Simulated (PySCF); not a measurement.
Compound: C3H7NSi2.
Geometry (PBE0-D3(BJ)/def2-SVP, Å), atoms numbered from 1 in this order:
```
atom  x, y, z in Å
N1    -2.330    1.000   -0.754
C2    -2.642    0.142    0.129
Si3   -1.421   -0.902    1.148
C4     0.249   -0.441    0.543
C5     1.324   -0.087    0.075
Si6    2.944    0.436   -0.623
H7    -1.306    1.056   -0.855
H8    -3.724   -0.003    0.320
H9    -1.548   -0.592    2.603
H10   -1.659   -2.361    0.943
H11    3.775    1.033    0.461
H12    2.706    1.447   -1.693
H13    3.635   -0.752   -1.198
```

Linear response at B3LYP/def2-SVPD (PySCF, frozen core in the response, non-relativistic).

Static isotropic polarisability: 100.14 au (14.84 Å³), principal values 72.6, 92.5, 135.3 au.

(1) What is the polarisability at 1064 nm and at the sodium D line?

(2) What is the isotropic C6 coefficient between two such molecules, C6 = (3/π)∫α(iω)² dω?

(3) Which effective excitation energy ω̄ makes London's formula C6 = (3/4)α²ω̄ exact here?

(4) What n − 1 at the D line would an ideal gas of it have at 273.15 K and 1 atm (2.6868 × 10¹⁹ cm⁻³), by n − 1 = 2π·N·α′?

(5) How anisotropic is the static polarisability, by Δα² = ½[(α1 − α2)² + (α2 − α3)² + (α3 − α1)²]?

(6) What three-body coefficient follows from the one-pole estimate C9 = (3/4)·α·C6?

(7) The lowest 6 singlets have (eV, f): 4.33, 0.000; 5.23, 0.034; 5.32, 0.001; 5.50, 0.000; 5.68, 0.003; 5.71, 0.000. What share of the static polarisability do they carry in the sum over states α = Σ f/ω²?

(8) How many electrons N does the Slater–Kirkwood formula C6 = (3/4)·√N·α^(3/2) need to give this C6?

(9) What molar refraction at the D line follows from R = (4π/3)·N_A·α′, with α′ the polarisability volume?

## Answers

(1) 101.40 au at 1064 nm (+1.3 %), 104.42 au at 589.3 nm (+4.3 %). The rise at 589.3 nm is 3.40 times that at 1064 nm; a pure ω² law gives 3.26. The lowest singlet lies at 286 nm, shorter than both wavelengths.

(2) 3310 au (Eh·bohr⁶) by a ten-point quadrature over imaginary frequencies, which is 1980 eV·Å⁶ or 191 J·nm⁶/mol.

(3) ω̄ = 4·C6/(3α²) = 0.440 Eh = 12.0 eV. A one-pole form α(ω) = α/(1 − ω²/ω̄²) fitted to the 1064 nm value gives 10.5 eV.

(4) 26.12 × 10⁻⁴, a formal value whether or not that pressure can be reached.

(5) Δα = 55.5 au, or 0.55 of the isotropic value.

(6) 249000 au. This is an estimate from the two numbers above, not a computed integral.

(7) 1.01 au, 1.0 % of α; the largest term, 0.91 au, is that of the state at 5.23 eV. Their oscillator strengths add up to 0.04. Higher states carry the rest.

(8) N = (4·C6/3)²/α³ = 19.4; the species has 60 electrons in all.

(9) α′ = 15.47 Å³ gives R = 39.03 cm³/mol, for isolated, non-vibrating species.

Time: 20 s (grids of density and orbitals included); peak memory 0.71 GiB. Hardware: Intel Xeon 6975P-C, one thread (shared host). This is the whole response run at B3LYP/def2-SVPD, SCF included.

One conformer stands for the species.
